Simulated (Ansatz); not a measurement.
`F[B@-]1(Cl)[SH+][B@@-](F)(Cl)[SH+]1`, one more setting.

```yaml
crystal:
  periodic: [false, false, false]
  atoms:
    - {symbol: F, position_ang: [-0.952256, -1.491322, -1.558556]}
    - {symbol: B, position_ang: [0.052240, -1.117811, -0.745993]}
    - {symbol: Cl, position_ang: [1.501797, -2.168755, -0.674338]}
    - {symbol: S, position_ang: [-0.605487, -0.781161, 1.120203]}
    - {symbol: B, position_ang: [0.357433, 0.960828, 0.861702]}
    - {symbol: F, position_ang: [-0.438667, 2.006627, 1.146856]}
    - {symbol: Cl, position_ang: [1.948896, 0.876329, 1.680813]}
    - {symbol: S, position_ang: [0.628567, 0.768525, -1.117729]}
    - {symbol: H, position_ang: [-1.804406, -0.305238, 0.732469]}
    - {symbol: H, position_ang: [-0.605116, 1.200778, -1.442429]}
basis:
  gaussian: {orbitals: cc-pVTZ}
hamiltonian: {xc: {name: SVWN5}}
output: {forces: true}
```

```sh
$ ansatz run in.yaml --threads 4 --pin off --events-out ev --progress --plain --max-ram 11315MiB
```

Output, abridged:

```
Functional definition: SVWN5
1918 factors; their error is unknown
mean field evaluation 1: about -53339.3424 eV, gradient 4.6e1 eV
mean field evaluation 2: about -53329.8611 eV, gradient 8.9e1 eV
mean field evaluation 4: about -53343.2065 eV, gradient 3.4e0 eV
mean field evaluation 8: about -53343.2285 eV, gradient 3.4e-1 eV
mean field evaluation 16: about -53343.1556 eV, gradient 2.0e-3 eV
mean field -53343.15557528 eV, -1960.3248101020 hartree, gradient 3.9e-5 eV, S^2 0.000000; 0 other end points of the search recorded, 0 dependent functions left out
reference -53343.15561461 eV, -1960.3248115475 hartree; 48, 48 occupied and 236, 236 virtual orbitals, 1918 factors
Total energy: -53343.15561461 eV, -1960.3248115475 hartree
Atom 0 at    -0.952256    -1.491322    -1.558556 Å, force     0.161239     0.070957     0.138057 eV/Å
Atom 1 at     0.052240    -1.117811    -0.745993 Å, force    -0.087626    -0.019259    -0.061562 eV/Å
Atom 2 at     1.501797    -2.168755    -0.674338 Å, force    -0.141058     0.147360     0.024145 eV/Å
Atom 3 at    -0.605487    -0.781161     1.120203 Å, force     0.489603    -0.148432     0.098927 eV/Å
Atom 4 at     0.357433     0.960828     0.861702 Å, force    -0.073135     0.079300     0.014518 eV/Å
Atom 5 at    -0.438667     2.006627     1.146856 Å, force     0.124724    -0.177759    -0.054257 eV/Å
Atom 6 at     1.948896     0.876329     1.680813 Å, force    -0.167425    -0.032091    -0.114633 eV/Å
Atom 7 at     0.628567     0.768525    -1.117729 Å, force     0.447444    -0.201543     0.175617 eV/Å
Atom 8 at    -1.804406    -0.305238     0.732469 Å, force    -0.354567     0.168764    -0.150899 eV/Å
Atom 9 at    -0.605116     1.200778    -1.442429 Å, force    -0.399200     0.112703    -0.069914 eV/Å
Dipole moment:    -0.498251     0.186023    -0.145934 e Å
```

Run time 3.1 s (4 threads of an Arm Neoverse V2 on a shared host); peak host memory 0.59 GiB.
